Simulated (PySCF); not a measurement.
The PySCF input:
```python
from pyscf import gto, scf

mol = gto.M(
    atom='''
C     0.03831317    0.37748676   -0.00198934
C     1.23935301   -0.08688495   -0.03729312
F    -1.07331666   -0.38169762    0.03330233
H    -0.24782299    1.43729641    0.00433304
H     2.24167587    0.25437132   -0.06835927
''',
    basis='def2-tzvp',
    spin=1,
    verbose=4,
)

mf = scf.UHF(mol)
mf = mf.density_fit(auxbasis='def2-universal-jkfit')
mf.kernel()
```

Task: What is the computed dipole moment (DF-HF/def2-TZVP run with PySCF)?

Result: 2.13 D

Task: What is the computed number of basis functions (DF-HF/def2-TZVP)?

Result: 105

Task: Estimate the total energy that DF-HF/def2-TZVP returns for this input.

Result: -176.3104 Eh

Task: What Mulliken (on the basis functions themselves) charges in atom order does DF-HF/def2-TZVP give?

Result: C1 0.14, C2 -0.17, F3 -0.27, H4 0.13, H5 0.18

Task: Give the HOMO energy at the level DF-HF/def2-TZVP.

Result: -10.95 eV

Task: Predict the <S^2> from DF-HF/def2-TZVP.

Result: 0.907

These values belong to the state on which the SCF converged, which isn't shown to be the lowest.
